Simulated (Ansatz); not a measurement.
VO2. Total charge 0; doublet. Geometry PBE0-D4/def2-TZVP, basis def2-TZVP, Ansatz.

```
run  HOMO (eV)  LUMO (eV)
  A      -6.37      -3.57
  B      -4.92      -4.27
  C      -7.01      -3.10
  D      -9.08      -1.70
  E      -9.42      -1.06
  F      -4.85      -4.13
```

LC-ωPBE has ω = 0.4 bohr⁻¹. B3LYP takes the VWN-RPA correlation. No other spin state of charge 0 was run.

HOMO and LUMO are taken over both spins.

Q: The runs used B3LYP, LC-ωPBE, PBE, r2SCAN0, revPBE, ωB97M-V. Estimate which is which.

A: A B3LYP (20 % exact exchange); B PBE (0 % exact exchange); C r2SCAN0 (25 % exact exchange); D ωB97M-V (range-separated); E LC-ωPBE (range-separated); F revPBE (0 % exact exchange). Exact exchange lowers occupied and raises empty levels; among semilocal functionals meta-GGAs tend to open the gap a little, and such runs are hard to tell apart. The gap grows from 0.66 eV (PBE) to 8.37 eV (LC-ωPBE).
